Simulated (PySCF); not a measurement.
3-ethenoxyprop-1-ene (C5H8O), SMILES C(OC=C)C=C.

The structure is a stationary point at B3LYP-D3(BJ)/def2-SVP. Other conformers were not sampled.

These are TDA-PBE0/def2-SVPD run with PySCF values and carry that method's errors.

Vertical excitations. The molecule is in vacuum.

Computed lowest excited states:
```
state  energy (eV)  λ (nm)      f                                              main pairs
-----  -----------  ------  -----  ------------------------------------------------------
S1            5.90     210  0.013                                          HOMO→LUMO 92 %
S2            6.32     196  0.035                                        HOMO→LUMO+2 87 %
S3            6.86     181  0.011                                        HOMO→LUMO+3 84 %
S4            6.94     179  0.301                    HOMO→LUMO+1 64 %, HOMO−1→LUMO+1 20 %
S5            7.08     175  0.005                    HOMO→LUMO+4 71 %, HOMO−1→LUMO+2 13 %
S6            7.19     172  0.010                                      HOMO−1→LUMO+2 77 %
S7            7.28     170  0.262  HOMO−1→LUMO+1 50 %, HOMO−1→LUMO 28 %, HOMO→LUMO+1 16 %
S8            7.52     165  0.018                                        HOMO→LUMO+5 81 %
S9            7.86     158  0.028                  HOMO−1→LUMO+4 68 %, HOMO−1→LUMO+3 20 %
S10           7.90     157  0.003                    HOMO→LUMO+6 56 %, HOMO−1→LUMO+3 27 %
T1            4.07     304      0                        HOMO→LUMO+1 76 %, HOMO→LUMO 17 %
T2            4.34     286      0                                        HOMO−1→LUMO 84 %
T3            5.86     211      0                        HOMO→LUMO 81 %, HOMO→LUMO+1 16 %
T4            6.19     200      0                      HOMO→LUMO+2 81 %, HOMO→LUMO+3 14 %
```
Triplets are in the Tamm–Dancoff approximation.
